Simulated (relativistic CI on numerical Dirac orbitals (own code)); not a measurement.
Level scheme of Ni⁺

Calculated at this level of theory: Dirac-Coulomb-Breit CI, orbitals from a KLI potential per configuration, QED by a radiative potential, valence Slater integrals scaled by 0.85, P86 correlation energy added to each configuration (own radial code, finite nucleus).

Configuration list (outside the closed core [Ar]): 3d9, 3d8.4s, 3d7.4s2, 3d8.4p, 3d8.4d, 3d8.5s, 3d7.4s.4p, 3d8.5p, 3d8.6s, 3d8.4f, 3d8.5d, 3d8.6p, 3d8.5f, 3d8.5g, 3d8.6d, 3d8.6f, 3d7.4s.5s, 3d7.4p2. Levels of other configurations are missing.

```tsv
No.	Configuration	Term	J	E (cm⁻¹)	%	Landé g	Lifetime (s)	jj configuration (%)
41	3d7.4s2	2G	9/2	55101.3	93	1.106		3d5/2^3 (41)
42	3d7.4s2	4P	5/2	55162.5	95	1.599		3d3/2^3 3d5/2^4 (57)
43	3d7.4s2	4P	3/2	55443.5	91	1.712		3d3/2^3 3d5/2^4 (41)
44	3d7.4s2	4P	1/2	55972.1	94	2.629		3d3/2^3 3d5/2^4 (58)
45	3d7.4s2	2G	7/2	56173.5	96	0.889		3d3/2^3 3d5/2^4 (49)
46	3d8.4p	4P°	5/2	56948.5	54	1.395	2.77e-09	3d5/2^4 4p1/2 (43)
47	3d8.4p	4P°	3/2	56979.3	54	1.474	2.92e-09	3d5/2^4 4p1/2 (67)
48	3d8.4p	4P°	1/2	57400.3	53	1.729	3.09e-09	3d5/2^4 4p3/2 (54)
49	3d8.4p	2F°	5/2	57651.2	83	0.963	2.77e-09	3d5/2^4 4p3/2 (32)
50	3d8.4p	2F°	7/2	57907.1	89	1.168	2.69e-09	3d5/2^4 4p3/2 (68)
51	3d8.4p	2D°	3/2	58275.1	78	0.980	2.45e-09	3d5/2^4 4p3/2 (38)
52	3d8.4p	2P°	1/2	58287.0	52	1.609	3.07e-09	3d3/2^3 3d5/2^5 4p3/2 (39)
53	3d8.4p	2P°	3/2	58756.2	70	1.421	2.97e-09	3d3/2^3 3d5/2^5 4p3/2 (31)
54	3d8.4p	2D°	5/2	58780.4	64	1.315	2.53e-09	3d3/2^3 3d5/2^5 4p3/2 (54)
55	3d8.4p	4D°	7/2	60958.9	88	1.402	2.72e-09	3d3/2^3 3d5/2^5 4p3/2 (62)
56	3d8.4p	4D°	5/2	60985.9	90	1.352	2.75e-09	3d3/2^3 3d5/2^5 4p3/2 (49)
57	3d7.4s2	2P	3/2	61042.4	76	1.266		3d5/2^3 (50)
58	3d7.4s2	2H	11/2	61065.8	96	1.091		3d3/2^3 3d5/2^4 (96)
59	3d8.4p	4D°	3/2	61070.0	94	1.195	2.78e-09	3d3/2^3 3d5/2^5 4p1/2 (64)
60	3d8.4p	4D°	1/2	61115.3	97	0.007	2.82e-09	3d3/2^2 3d5/2^6 4p1/2 (33)
61	3d7.4s2	2H	9/2	62049.1	93	0.914		3d3/2^2 3d5/2^5 (65)
62	3d7.4s2	2P	1/2	62183.9	94	0.706		3d3/2^2 3d5/2^5 (58)
63	3d8.4p	2D°	5/2	62657.2	92	1.200	2.84e-09	3d3/2^3 3d5/2^5 4p3/2 (51)
64	3d7.4s2	2D	5/2	63277.4	95	1.201		3d3/2^3 3d5/2^4 (47)
65	3d8.4p	2D°	3/2	63304.9	94	0.826	2.62e-09	3d3/2^3 3d5/2^5 4p3/2 (51)
66	3d8.4p	2P°	3/2	63920.5	69	1.480	1.75e-09	3d3/2^3 3d5/2^5 4p3/2 (42)
67	3d8.4p	2H°	9/2	64191.3	99	0.909	3.09e-09	3d3/2^3 3d5/2^5 4p1/2 (64)
68	3d8.4p	4S°	3/2	64511.7	71	1.820	2.13e-09	3d3/2^3 3d5/2^5 4p1/2 (42)
69	3d8.4p	2H°	11/2	64634.6	99	1.091	2.98e-09	3d3/2^3 3d5/2^5 4p3/2 (82)
70	3d8.4p	2S°	1/2	64795.9	55	1.409	2.13e-09	3d3/2^3 3d5/2^5 4p3/2 (49)
71	3d8.4p	2P°	1/2	64985.6	56	1.243	1.88e-09	3d3/2^3 3d5/2^5 4p3/2 (65)
72	3d8.4p	2F°	7/2	65007.9	98	1.143	2.12e-09	3d3/2^3 3d5/2^5 4p1/2 (52)
73	3d7.4s2	2D	3/2	65008.8	80	0.887		3d3/2 3d5/2^6 (58)
74	3d8.4p	2F°	5/2	65394.1	98	0.858	2.07e-09	3d3/2^3 3d5/2^5 4p3/2 (80)
75	3d8.4p	2G°	7/2	68453.2	98	0.889	2.68e-09	3d3/2^3 3d5/2^5 4p3/2 (51)
76	3d8.4p	2G°	9/2	68529.4	98	1.110	2.66e-09	3d3/2^3 3d5/2^5 4p3/2 (63)
77	3d7.4s.4p	6F°	11/2	69128.6	95	1.450		3d5/2^3 4s 4p3/2 (33)
78	3d7.4s.4p	6F°	9/2	69424.9	71	1.459		3d5/2^3 4s 4p1/2 (35)
79	3d7.4s.4p	6F°	7/2	70060.7	80	1.416		3d3/2^3 3d5/2^4 4s 4p1/2 (50)
80	3d7.4s.4p	6F°	5/2	70624.4	87	1.328		3d3/2^2 3d5/2^5 4s 4p1/2 (30)
81	3d7.4s.4p	6D°	9/2	70742.3	74	1.516		3d3/2^3 3d5/2^4 4s 4p3/2 (40)
82	3d7.4s.4p	6G°	13/2	70988.5	100	1.385	2.86e+01	3d5/2^3 4s 4p3/2 (53)
83	3d7.4s.4p	6F°	3/2	71059.7	93	1.078		3d3/2^2 3d5/2^5 4s 4p1/2 (32)
84	3d7.4s.4p	6F°	1/2	71337.1	99	-0.623		3d3/2^2 3d5/2^5 4s 4p3/2 (27)
85	3d7.4s.4p	6G°	11/2	71553.9	94	1.347		3d3/2^3 3d5/2^4 4s 4p3/2 (60)
86	3d7.4s.4p	6D°	7/2	71680.5	80	1.527		3d3/2^3 3d5/2^4 4s 4p3/2 (43)
87	3d7.4s.4p	6G°	9/2	72026.9	90	1.287		3d3/2^3 3d5/2^4 4s 4p3/2 (35)
88	3d7.4s.4p	6D°	5/2	72353.5	75	1.479		3d3/2^2 3d5/2^5 4s 4p3/2 (34)
89	3d7.4s.4p	6G°	7/2	72392.5	86	1.182		3d3/2^2 3d5/2^5 4s 4p3/2 (35)
90	3d7.4s.4p	6G°	5/2	72656.2	75	1.019		3d3/2^2 3d5/2^5 4s 4p1/2 (26)
91	3d7.4s.4p	6G°	3/2	72739.2	84	0.284		3d3/2^2 3d5/2^5 4s 4p1/2 (23)
92	3d7.4s.4p	6D°	3/2	72896.3	80	1.570		3d3/2^2 3d5/2^5 4s 4p3/2 (37)
93	3d7.4s.4p	6D°	1/2	73140.4	99	3.290		3d3/2^2 3d5/2^5 4s 4p3/2 (41)
94	3d7.4s.4p	4G°	11/2	77379.8	98	1.273	2.69e-08	3d3/2^3 3d5/2^4 4s 4p3/2 (47)
95	3d7.4s.4p	4F°	9/2	77400.4	65	1.277	5.76e-09	3d3/2^3 3d5/2^4 4s 4p3/2 (31)
96	3d7.4s.4p	4F°	7/2	77842.7	70	1.199	5.15e-09	3d3/2^3 3d5/2^4 4s 4p3/2 (22)
97	3d7.4s.4p	4G°	9/2	78059.0	61	1.226	8.51e-09	3d3/2^2 3d5/2^5 4s 4p3/2 (29)
98	3d7.4s.4p	4F°	5/2	78458.7	75	0.968	5.12e-09	3d3/2^3 3d5/2^4 4s 4p3/2 (28)
99	3d7.4s.4p	4G°	7/2	78574.3	76	1.047	1.22e-08	3d3/2^3 3d5/2^4 4s 4p3/2 (31)
100	3d7.4s2	2F	5/2	78789.9	96	0.857	2.92e-07	3d3/2^3 3d5/2^4 (56)
101	3d8.5s	4F	9/2	78990.7	100	1.333	2.54e-09	3d5/2^4 5s (82)
102	3d7.4s.4p	4G°	5/2	79026.5	82	0.660	1.43e-08	3d3/2^2 3d5/2^5 4s 4p3/2 (30)
103	3d7.4s.4p	4F°	3/2	79034.1	96	0.425	4.34e-09	3d3/2^3 3d5/2^4 4s 4p3/2 (30)
104	3d7.4s2	2F	7/2	79188.3	95	1.142	2.18e-07	3d3/2^3 3d5/2^4 (64)
105	3d8.5s	4F	7/2	79582.6	68	1.207	2.57e-09	3d5/2^4 5s (67)
106	3d7.4s.4p	4D°	7/2	79670.3	86	1.402	3.05e-09	3d3/2^3 3d5/2^4 4s 4p3/2 (28)
107	3d7.4s.4p	4D°	5/2	80427.2	89	1.341	3.08e-09	3d3/2^3 3d5/2^4 4s 4p3/2 (40)
108	3d8.5s	4F	5/2	80545.9	90	1.011	2.55e-09	3d3/2^3 3d5/2^5 5s (89)
109	3d8.5s	2F	7/2	80787.0	68	1.173	2.59e-09	3d3/2^3 3d5/2^5 5s (85)
110	3d7.4s.4p	4D°	3/2	80967.2	95	1.173	3.14e-09	3d3/2^3 3d5/2^4 4s 4p3/2 (38)
```

Energies count from the lowest computed level; ° marks odd parity; lifetimes are radiative, by E1, M1, E2 decay to levels of this space only; some are left blank where a channel outside the calculation adds to the decay or the decay crosses a small, uncertain gap. Filled j subshells are mostly left out of the jj labels.

The mean weight of the leading LS term, summed over parents, in these 70 levels is 84 %, and that of the leading jj configuration (from the same eigenvectors) 48 %, so LS coupling describes them better.

Correlation outside the listed configurations is missing or only estimated: errors of thousands of cm⁻¹ between configurations and terms are usual at this charge. Rates and lifetimes follow the computed energies and can be off by large factors. The fine structure of a lone outer electron comes out too small, for d and f at times inverted, and misplaced configurations move strength between like terms. 61 of the 69 excited levels that our extract of the measured tables holds in this range could be paired (the sources list more); they are missed by 11381 cm⁻¹ on average and 16040 at most, and levels without a partner can miss by more. The computed lowest level isn't the tabulated ground level, which NIST ASD gives as 3p6 3d9 2D5/2.
